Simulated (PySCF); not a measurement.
First SCF of a structure search on singlet Pd2S, at a hand-made linear geometry. PySCF input:

```python
from pyscf import gto, scf, dft
mol = gto.M(atom='''
S      0.000000     0.000000     0.000000
Pd     0.000000     0.000000     2.230000
Pd     0.000000     0.000000    -2.230000''',
    basis={'S': 'def2-TZVP', 'Pd': 'def2-TZVP'},
    ecp={'Pd': 'def2-TZVP'},
    charge=0, spin=0)
mf = dft.RKS(mol, xc='PBE0')
mf.grids.atom_grid = (50, 194)
aux = {'S': 'def2-universal-JKFIT', 'Pd': 'def2-universal-JKFIT'}
mf = mf.density_fit(auxbasis=aux)
mf.conv_tol = 1e-08
mf.diis_space = 10
mf.max_cycle = 60
mf.init_guess = 'minao'
mf.verbose = 4
mf.kernel()
```

Excerpt of the output (cycles and frontier levels):

```
init E= -635.021023252719
cycle= 1 E= -651.204363997526  delta_E= -16.2  |g|= 3.96  |ddm|= 6.93
  HOMO = 0.167377989857653  LUMO = 0.183190447305211  gap/eV = 0.43028
cycle= 2 E= -620.50920111953  delta_E= 30.7  |g|= 8.11  |ddm|= 22.1
  HOMO = -0.470517913760266  LUMO = -0.42281548662574  gap/eV = 1.29805
cycle= 3 E= -652.719854785004  delta_E= -32.2  |g|= 2.22  |ddm|= 22.1
  HOMO = -0.24974846461444  LUMO = -0.24701787785348  gap/eV = 0.07430
cycle= 4 E= -653.030345599775  delta_E= -0.31  |g|= 1.74  |ddm|= 3.87
  HOMO = -0.124559584762393  LUMO = -0.111185824755324  gap/eV = 0.36392
cycle= 5 E= -653.765804398224  delta_E= -0.735  |g|= 0.565  |ddm|=  2.3
  HOMO = -0.198014489983797  LUMO = -0.165185370054636  gap/eV = 0.89333
cycle= 6 E= -653.821341587992  delta_E= -0.0555  |g|= 0.203  |ddm|= 0.55
  HOMO = -0.196516056505983  LUMO = -0.146419655027137  gap/eV = 1.36319
cycle= 7 E= -653.827432114199  delta_E= -0.00609  |g|= 0.116  |ddm|= 0.0961
  HOMO = -0.198603462909916  LUMO = -0.146651605885274  gap/eV = 1.41368
cycle= 8 E= -653.830006492855  delta_E= -0.00257  |g|= 0.0234  |ddm|= 0.0757
  HOMO = -0.201639606252866  LUMO = -0.149348516674294  gap/eV = 1.42291
cycle= 9 E= -653.830103065361  delta_E= -9.66e-05  |g|= 0.00118  |ddm|= 0.0179
  HOMO = -0.201546417130738  LUMO = -0.149198699497573  gap/eV = 1.42445
cycle= 10 E= -653.830103077908  delta_E= -1.25e-08  |g|= 0.00163  |ddm|= 0.00224
  HOMO = -0.201570050810907  LUMO = -0.149207818604665  gap/eV = 1.42485
cycle= 11 E= -653.830103665646  delta_E= -5.88e-07  |g|= 0.00023  |ddm|= 0.00127
  HOMO = -0.201564565691328  LUMO = -0.149201794633878  gap/eV = 1.42486
cycle= 12 E= -653.830103675759  delta_E= -1.01e-08  |g|= 5.37e-05  |ddm|= 0.000169
  HOMO = -0.201558882872401  LUMO = -0.149196260043524  gap/eV = 1.42486
cycle= 13 E= -653.830103676323  delta_E= -5.64e-10  |g|= 5.27e-06  |ddm|= 5.77e-05
  HOMO = -0.201558560423887  LUMO = -0.149195945350775  gap/eV = 1.42486
Extra cycle  E= -653.830103676262  delta_E= 6.12e-11  |g|= 1.83e-05  |ddm|= 1.72e-05
converged SCF energy = -653.830103676262
```

No lower solution of this spin was found from smeared starts or by a stability analysis within the restricted form, which does not test spin polarisation.

At the minimum of this search the closed-shell solution is unstable towards spin polarisation, so a lower open-shell solution exists.

The search for the lowest solution, 3 starts and the stability check together, took 11 s on 2 threads of a shared Arm Neoverse V2 host, with 117 basis functions; the process peaked at 0.44 GiB. Launch command: `OMP_NUM_THREADS=2 python axn.py task.json out`.
